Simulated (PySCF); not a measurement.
A geometry optimisation, step by step.

Species: Ge2H7N.
Atom-mapped SMILES: `[GeH3:1][NH:2][GeH3:3]` (hydrogens: H4, H5, H6 on Ge1; H7 on N2; H8, H9, H10 on Ge3)

Computed by this run: PBE0-D3(BJ)/def2-SVP geometry optimisation, gas phase in PySCF; density fitting, grid level 1; the optimiser is geomeTRIC in internal coordinates, started from a GFN2-xTB structure with every atom displaced at random (about 0.01 Å). The frame can shift and turn from step to step; on so coarse a grid that alone can change the energy by a few meV, and forces under 0.02 eV/Å are noise.

Step 0: E = -114609.0003 eV, largest atomic force 1.174 eV/Å
```
atom  x, y, z in Å  |  force x, y, z in eV/Å
Ge1    -1.593   -0.042    0.003   -0.486   0.998  -0.097
N2      0.043    0.715   -0.059    0.183   0.541   0.087
Ge3     1.575   -0.240   -0.081    0.431   0.230   0.590
H4     -1.650   -0.994   -1.128   -0.088  -0.820  -0.835
H5     -2.584    1.104   -0.195   -0.244   0.129  -0.040
H6     -1.913   -0.725    1.289   -0.177  -0.540   0.908
H7      0.130    1.609    0.412   -0.063   0.065   0.027
H8      1.498   -1.206   -1.202   -0.082  -0.753  -0.813
H9      1.844   -0.986    1.226    0.027  -0.231   0.292
H10     2.698    0.744   -0.287    0.499   0.381  -0.119
```

Step 1: E = -114609.1371 eV, largest atomic force 0.354 eV/Å
```
atom  x, y, z in Å  |  force x, y, z in eV/Å
Ge1    -1.639   -0.432   -0.404    0.135  -0.178   0.052
N2      0.058    0.307   -0.412   -0.069  -0.272  -0.027
Ge3     1.652   -0.630   -0.443   -0.108  -0.037  -0.112
H4     -1.702   -1.461   -1.572    0.027   0.201   0.238
H5     -2.658    0.712   -0.619    0.104  -0.082   0.012
H6     -1.981   -1.168    0.940    0.075   0.158  -0.308
H7      0.115    1.187    0.092    0.012   0.050   0.022
H8      1.580   -1.644   -1.622   -0.011   0.198   0.215
H9      1.920   -1.417    0.872   -0.015   0.070  -0.113
H10     2.798    0.391   -0.662   -0.150  -0.107   0.022
```

Step 2: E = -114609.1525 eV, largest atomic force 0.061 eV/Å
```
atom  x, y, z in Å  |  force x, y, z in eV/Å
Ge1    -1.611   -0.438   -0.404   -0.037   0.016   0.009
N2      0.058    0.329   -0.412   -0.011  -0.037   0.025
Ge3     1.624   -0.632   -0.442    0.045   0.031  -0.027
H4     -1.649   -1.455   -1.558    0.009   0.003   0.009
H5     -2.640    0.685   -0.621   -0.022   0.010  -0.007
H6     -1.939   -1.172    0.921    0.002   0.005  -0.017
H7      0.117    1.209    0.094    0.002  -0.024  -0.011
H8      1.525   -1.630   -1.610   -0.013   0.003   0.007
H9      1.882   -1.419    0.864    0.006  -0.006   0.013
H10     2.775    0.366   -0.665    0.019   0.001  -0.002
```

Step 3: E = -114609.1534 eV, largest atomic force 0.091 eV/Å
```
atom  x, y, z in Å  |  force x, y, z in eV/Å
Ge1    -1.629   -0.435   -0.402    0.036  -0.021  -0.030
N2      0.056    0.295   -0.402    0.002   0.063   0.066
Ge3     1.642   -0.631   -0.442   -0.042  -0.027  -0.021
H4     -1.677   -1.452   -1.553   -0.008  -0.026  -0.025
H5     -2.635    0.708   -0.629   -0.001   0.014  -0.004
H6     -1.980   -1.161    0.917   -0.011  -0.009   0.030
H7      0.115    1.177    0.100    0.003   0.015  -0.006
H8      1.551   -1.630   -1.607    0.003  -0.026  -0.022
H9      1.927   -1.413    0.862    0.008   0.000   0.015
H10     2.772    0.387   -0.675    0.009   0.016  -0.002
```

Step 4: E = -114609.1542 eV, largest atomic force 0.044 eV/Å
```
atom  x, y, z in Å  |  force x, y, z in eV/Å
Ge1    -1.623   -0.436   -0.403    0.009   0.000  -0.020
N2      0.057    0.306   -0.399    0.000   0.007   0.043
Ge3     1.637   -0.631   -0.443   -0.011  -0.003  -0.018
H4     -1.665   -1.454   -1.555    0.001  -0.004  -0.001
H5     -2.636    0.702   -0.631    0.002  -0.001  -0.003
H6     -1.973   -1.164    0.918   -0.003   0.002   0.004
H7      0.116    1.188    0.103    0.001   0.000  -0.005
H8      1.538   -1.632   -1.608   -0.002  -0.004   0.000
H9      1.919   -1.415    0.862    0.003   0.004   0.000
H10     2.774    0.381   -0.677    0.000   0.000  -0.002
```

Step 5: E = -114609.1546 eV, largest atomic force 0.032 eV/Å
```
atom  x, y, z in Å  |  force x, y, z in eV/Å
Ge1    -1.622   -0.436   -0.403   -0.001   0.006  -0.016
N2      0.057    0.308   -0.391    0.001  -0.010   0.031
Ge3     1.635   -0.632   -0.443    0.001   0.005  -0.015
H4     -1.656   -1.455   -1.555    0.003   0.002   0.005
H5     -2.635    0.701   -0.637    0.000  -0.004  -0.002
H6     -1.978   -1.164    0.917    0.000   0.004  -0.001
H7      0.117    1.190    0.111   -0.001  -0.004  -0.002
H8      1.528   -1.633   -1.607   -0.003   0.001   0.005
H9      1.924   -1.414    0.861    0.001   0.004  -0.002
H10     2.772    0.379   -0.684   -0.001  -0.004  -0.003
```

Step 6: E = -114609.1555 eV, largest atomic force 0.035 eV/Å
```
atom  x, y, z in Å  |  force x, y, z in eV/Å
Ge1    -1.621   -0.434   -0.402   -0.019   0.016  -0.006
N2      0.058    0.307   -0.357    0.005  -0.034  -0.001
Ge3     1.633   -0.633   -0.446    0.022   0.018  -0.002
H4     -1.630   -1.458   -1.553    0.005   0.010   0.015
H5     -2.627    0.703   -0.663   -0.003  -0.008  -0.001
H6     -2.008   -1.157    0.911    0.003   0.009  -0.009
H7      0.120    1.190    0.143   -0.004  -0.012   0.006
H8      1.496   -1.638   -1.604   -0.002   0.010   0.012
H9      1.956   -1.411    0.854   -0.004   0.003  -0.006
H10     2.766    0.376   -0.715   -0.004  -0.010  -0.007
```

Step 7: E = -114609.1562 eV, largest atomic force 0.035 eV/Å
```
atom  x, y, z in Å  |  force x, y, z in eV/Å
Ge1    -1.622   -0.432   -0.402   -0.022   0.013  -0.001
N2      0.059    0.299   -0.326    0.006  -0.030  -0.017
Ge3     1.635   -0.634   -0.448    0.025   0.016   0.004
H4     -1.614   -1.460   -1.549    0.004   0.010   0.013
H5     -2.618    0.709   -0.687   -0.004  -0.007  -0.001
H6     -2.040   -1.147    0.906    0.003   0.009  -0.008
H7      0.122    1.182    0.173   -0.004  -0.012   0.011
H8      1.474   -1.642   -1.600   -0.001   0.009   0.010
H9      1.990   -1.407    0.846   -0.005   0.002  -0.004
H10     2.759    0.377   -0.745   -0.003  -0.009  -0.008
```

Step 8: E = -114609.1568 eV, largest atomic force 0.023 eV/Å
```
atom  x, y, z in Å  |  force x, y, z in eV/Å
Ge1    -1.626   -0.427   -0.402   -0.013   0.004   0.002
N2      0.060    0.285   -0.293    0.004  -0.008  -0.021
Ge3     1.638   -0.636   -0.450    0.015   0.005   0.005
H4     -1.602   -1.461   -1.542    0.002   0.004   0.006
H5     -2.607    0.719   -0.714   -0.003  -0.003  -0.002
H6     -2.079   -1.131    0.901    0.001   0.006  -0.002
H7      0.125    1.166    0.208   -0.002  -0.009   0.015
H8      1.455   -1.648   -1.596    0.000   0.003   0.004
H9      2.030   -1.403    0.836   -0.003   0.001  -0.001
H10     2.750    0.379   -0.778   -0.001  -0.005  -0.006
```

Step 9: E = -114609.1570 eV, largest atomic force 0.022 eV/Å
```
atom  x, y, z in Å  |  force x, y, z in eV/Å
Ge1    -1.629   -0.423   -0.402   -0.002  -0.003   0.003
N2      0.062    0.275   -0.272    0.001   0.009  -0.020
Ge3     1.641   -0.638   -0.453    0.002  -0.003   0.003
H4     -1.596   -1.462   -1.536    0.000  -0.001   0.001
H5     -2.598    0.728   -0.733   -0.001   0.001  -0.002
H6     -2.106   -1.115    0.898   -0.001   0.004   0.002
H7      0.127    1.153    0.233    0.000  -0.006   0.015
H8      1.443   -1.652   -1.593   -0.001  -0.001   0.000
H9      2.056   -1.400    0.829    0.000   0.001   0.001
H10     2.743    0.380   -0.803    0.001  -0.001  -0.003
```

**Question.** Summarise the path.

**Answer.** The energy falls by 3.61 kcal/mol from step 0 to step 9; nine tenths of that is first reached at step 2. It falls at every step. The largest force goes from 1.174 to 0.022 eV/Å. Among the bonds Ge1–H4 changes most, from 1.479 to 1.539 Å; the atoms move by 0.148 Å rms after alignment.

What follows is the cost of the whole optimisation. Time: 95 s wall; peak memory 0.48 GiB. Hardware: Arm Neoverse N1, one thread (shared host).
